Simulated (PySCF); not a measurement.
Spinor energies of Tb⁵⁸⁺ (terbium, charge +58)

Start: [He] 2s2 2p3; 2p1/2 filled at m_j = -1/2, +1/2; 2p3/2 filled at m_j = +3/2. Calculated with PySCF 2.14 in an even-tempered Gaussian basis (17 s from 40 bohr⁻², ratio 2.4; 13 p from 51 bohr⁻², ratio 2.4; 5 d from 170 bohr⁻², ratio 2.6; 4 f from 260 bohr⁻², ratio 2.6): generalised Hartree-Fock with the X2C-1e Hamiltonian and a Gaussian nucleus; one run each with spin-orbit coupling (SO) switched off, then screened by Boettger's factors.

```
spinor shell  electrons  ε, spin-free (eV)  ε, screened SO (eV)  weight of nominal j (screened SO)  rms radius, screened SO (bohr)
       1s1/2          2           -57844.3             -57809.6                              1.000                          0.0244
       2s1/2          2           -13645.3             -13634.8                              1.000                          0.0956
       2p1/2          2           -12857.1             -13371.3                              1.000                          0.0811
       2p3/2          1           -12857.1             -12575.9                              1.000                          0.0869
```

```csv
quantity,spin-free,screened SO
E (hartree),-6968.65360,-6999.20663
M_J,3/2,3/2
⟨J²⟩,3.750,3.750
⟨L²⟩,0.000,2.563
⟨S²⟩,3.750,1.477
```

Each row is a mean over spinors that exchange with the open shell spreads, by up to 59.119 eV (2s1/2).

Breit and QED terms are absent; they matter most for the inner s and p1/2 levels.

Densities and radii are taken from the X2C orbitals without a picture-change correction, which distorts them close to the nucleus.

Without spin-orbit coupling the j labels of p, d and f shells carry no meaning; the spin-free column gives the mean over the occupied spinors of each nl shell.
